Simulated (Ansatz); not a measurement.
Abridged output of a molecular run in Ansatz:

```
Functional definition: HF
  name "HF"
  cite "Fock, Z. Phys. 61, 126 (1930) doi:10.1007/BF01340294"
  parent pbe
  exchange = exact_x
  correlation = 0
2385 factors; integrals over basis functions are off by at most 1.4e-3 eV
mean field evaluation 1: about -28826.1184 eV, gradient 7.8e1 eV
mean field evaluation 2: about -28826.5800 eV, gradient 7.8e1 eV
mean field evaluation 4: about -28838.9436 eV, gradient 1.2e1 eV
mean field evaluation 8: about -28839.3136 eV, gradient 1.1e0 eV
mean field evaluation 16: about -28839.3198 eV, gradient 2.2e-6 eV
mean field -28839.31984335 eV, -1059.8254562502 hartree, gradient 2.3e-6 eV, S^2 0.000000; 0 other end points of the search recorded, 0 dependent functions left out
14 core orbitals not correlated: weight in the atoms' cores, before any rotation towards them, 1.000 or more for the frozen orbitals, at most 0.000 for the correlated occupied ones
reference -28839.31984335 eV, -1059.8254562502 hartree; 40, 40 occupied and 186, 186 virtual orbitals, 2385 factors
second order -58.09950390 eV of doubles, -0.00000000 eV of singles
cycle   1  -55.02692655 eV  change     3.1e0 eV  update   3.9e-1
cycle   2  -57.60878522 eV  change    -2.6e0 eV  update   2.9e-1
cycle   3  -58.32165339 eV  change   -7.1e-1 eV  update   6.4e-2
cycle   4  -58.36593077 eV  change   -4.4e-2 eV  update   2.8e-2
cycle   5  -58.33597245 eV  change    3.0e-2 eV  update   1.0e-2
cycle   6  -58.32850024 eV  change    7.5e-3 eV  update   4.3e-3
cycle   7  -58.32938635 eV  change   -8.9e-4 eV  update   2.4e-3
cycle   8  -58.32798583 eV  change    1.4e-3 eV  update   1.2e-3
cycle   9  -58.32729387 eV  change    6.9e-4 eV  update   5.5e-4
cycle  10  -58.32867899 eV  change   -1.4e-3 eV  update   3.2e-4
cycle  11  -58.32844721 eV  change    2.3e-4 eV  update   1.5e-4
cycle  12  -58.32811517 eV  change    3.3e-4 eV  update   8.5e-5
cycle  13  -58.32828798 eV  change   -1.7e-4 eV  update   4.9e-5
cycle  14  -58.32814329 eV  change    1.4e-4 eV  update   3.0e-5
cycle  15  -58.32813901 eV  change    4.3e-6 eV  update   1.4e-5
perturbative correction -2.52815458 eV, -0.0929079671 hartree
Total energy: -28900.17613694 eV, -1062.0618837895 hartree
```

Its atoms:

```xyz
24

C     0.2096   -0.1101   -3.0090
O     0.6488    0.4349   -1.7986
Mo    0.2052    0.0291   -0.0546
O    -1.6563    0.2179   -0.4771
Cl   -0.7073   -0.6277    2.1307
O     0.0465   -1.7760   -0.4805
C    -0.9458   -2.7404   -0.3698
O     1.8526   -0.1018    0.7507
C     2.4473    0.2967    1.9441
O     0.1169    1.7769    0.6013
C    -0.8962    2.5907    1.0876
H     0.8004    0.3135   -3.8237
H    -0.8482    0.1317   -3.1554
H     0.3278   -1.1992   -2.9898
H    -2.2843    0.1164    0.2432
H    -1.0905   -2.9997    0.6843
H    -1.8882   -2.3480   -0.7723
H    -0.6501   -3.6307   -0.9311
H     2.2140    1.3505    2.1327
H     3.5282    0.1608    1.8614
H     2.0569   -0.3093    2.7668
H    -1.7667    2.5519    0.4226
H    -0.5300    3.6192    1.1481
H    -1.1906    2.2528    2.0883
```

Which basis set was used?
A. def2-SVP
B. def2-QZVPP
C. def2-SVPD
D. def2-TZVPP

A. It gives 240 functions.

Write the keys of the input that set method, charge and spin (a neutral closed shell needs none for the last two).


```yaml
correlation: {method: ccsd_t}
```
